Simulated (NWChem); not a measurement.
CH₆N cation; SMILES C[NH3+]

```xyz
8

C      0.0000     0.0000     0.8146
N      0.0000     0.0000    -0.7025
H     -1.0168     0.1956     1.1548
H      0.6778     0.7828     1.1548
H      0.3391    -0.9784     1.1548
H     -0.6253    -0.7236    -1.0803
H      0.9394    -0.1797    -1.0803
H     -0.3140     0.9034    -1.0803
```
Atoms are numbered in this order, from 1.

Results from NWChem. Pople sets run with spherical d functions. All runs use the structure optimised with B3LYP/6-31G* (spherical d). Core excitations by TDA in a window of 1s orbitals, non-relativistic and unshifted: absolute energies depend strongly on the exact-exchange share.

For level C K edge, BHandHLYP/6-311G**:

| Quantity | Value |
|---|---|
| first 1s excitation (eV) | 286.0 |
| dipole oscillator strength of the first | 0.0582 |
| first state with f > 0.002 (eV) | 286.0 |
| dipole oscillator strength of that state | 0.0582 |

Question: How do the values read with level N K edge, BHandHLYP/def2-TZVP instead?

Answer: 
| Quantity | Value |
|---|---|
| first 1s excitation (eV) | 402.7 |
| dipole oscillator strength of the first | 0.0085 |
| first state with f > 0.002 (eV) | 402.7 |
| dipole oscillator strength of that state | 0.0085 |
